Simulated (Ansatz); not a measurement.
Reaction (ligand exchange at the Si–C bond): `C=C([SiH3])C[SiH3]` + `[NH2][SnH2][OH]` → `[OH][SnH2][NH][SiH3]` + `C=C(C)[SiH3]`

Calculated with Ansatz (gas phase, PBE0-D4/def2-TZVP geometries, no zero-point term in ΔE). CCSD(T)/CBS is the MP2 limit (def2-TZVPP, def2-QZVPP) plus CCSD(T) − MP2 in def2-TZVPP, frozen cores. Functionals use def2-TZVPP. B3LYP here is the variant with VWN-RPA as its local correlation; programs differ in this. def2 core potentials past Kr. For Sn outer-core shells are correlated without core-valence functions, which leaves a few kJ/mol of doubt a bond. Each species was taken in one conformer, which may not be the lowest.

`C=C([SiH3])C[SiH3]`:

Z-matrix (Å, degrees):
```
Si
C 1 1.870
H 1 1.488 2 111.3
H 1 1.490 2 109.6 3 118.4
H 1 1.485 2 109.5 3 -121.2
C 2 1.501 1 118.8 3 -57.1
C 2 1.334 1 119.1 3 122.8
Si 6 1.888 2 111.5 1 88.9
H 6 1.095 2 111.7 1 -32.3
H 6 1.096 2 111.0 1 -151.6
H 7 1.085 2 121.9 1 -1.3
H 7 1.089 2 121.7 1 178.5
H 8 1.486 6 109.2 2 64.5
H 8 1.486 6 110.6 2 -55.3
H 8 1.489 6 110.1 2 -175.7
```

`[NH2][SnH2][OH]`:

```xyz
8

N    -1.221   -0.898   -0.203
Sn    0.194    0.526   -0.119
O     1.224    0.091    1.498
H    -2.121   -0.583   -0.538
H    -0.969   -1.744   -0.694
H    -0.598    2.015    0.123
H     1.318    0.498   -1.414
H     2.171    0.096    1.347
```

`[OH][SnH2][NH][SiH3]`:

```xyz
11

O    -0.317    1.334   -2.361
Sn    0.245    1.450   -0.480
N     0.722   -0.400    0.163
Si   -0.216   -1.455    1.141
H    -1.035    0.713   -2.503
H     1.633    2.424   -0.569
H    -1.045    1.984    0.494
H     1.581   -0.767   -0.221
H     0.509   -1.899    2.365
H    -0.649   -2.688    0.423
H    -1.428   -0.695    1.549
```

`C=C(C)[SiH3]`:

```xyz
12

C    -0.641   -1.469    0.025
C    -0.001   -0.300    0.024
C     1.480   -0.207    0.233
Si   -0.964    1.278   -0.245
H    -1.714   -1.539   -0.125
H    -0.112   -2.407    0.179
H     1.969    0.276   -0.619
H     1.930   -1.193    0.371
H     1.716    0.403    1.112
H    -0.789    2.198    0.913
H    -2.407    0.967   -0.415
H    -0.467    1.992   -1.454
```

```tsv
level	ΔE (kJ/mol)	difference from CCSD(T)/CBS
PBE-D4	-59.9	11.3
r2SCAN-D4	-67.9	3.3
PBE0-D4	-64.0	7.2
B3LYP-D4	-69.3	1.9
ωB97X-V	-69.9	1.3
ωB97M-V	-69.4	1.8
B2PLYP	-73.9	-2.7
r2SCAN	-68.8	2.4
PBE0	-66.4	4.8
B3LYP	-73.3	-2.1
HF/def2-TZVPP	-86.2	-15.0
CCSD/def2-TZVPP	-73.6	-2.4
CCSD(T)/def2-TZVPP	-71.5	-0.3
SCS-MP2/def2-QZVPP	-75.4	-4.2
HF/CBS(def2)	-87.2	-16.0
MP2/CBS(def2)	-71.9	-0.7
CCSD(T)/CBS	-71.2	0
```

Largest T1 diagnostic among the species: 0.013.

The D4 term adds +4.0 kJ/mol with B3LYP and +2.3 kJ/mol with PBE0; it sums over pairs of atoms, weighted by their polarisabilities, and B3LYP, whose exchange is more repulsive, gets the larger term. From PBE to PBE0 (25 % exact exchange), in def2-TZVPP and without D4, ΔE moves by −4.0 kJ/mol. In def2-TZVPP, CCSD(T) changes the Hartree–Fock value by +14.7 kJ/mol (the triples alone add +2.1 kJ/mol) and MP2 by +14.0 kJ/mol.
